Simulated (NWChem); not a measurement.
A calculation on HB

```
B
H 1 1.2523
```
Charge 0, spin multiplicity 1.

The numbers come from NWChem runs, not from measurements. Structure: optimised with PBE0/def2-SVP, a minimum by its harmonic frequencies.

The correlated methods keep 1 core orbital frozen. The Pople sets run with spherical d functions. The structure started from a generated list of species.

Worked example. A B2PLYP run in 6-31G* ends its self-consistent part (53 % exact exchange, 47 % B88, 73 % LYP) at -25.22879 Ha, and second-order perturbation theory on those orbitals gives -0.06958 Ha unscaled.

The perturbative term enters with the weight 0.27: -25.22879 + 0.27·(-0.06958) = -25.24758 Ha is the total energy.
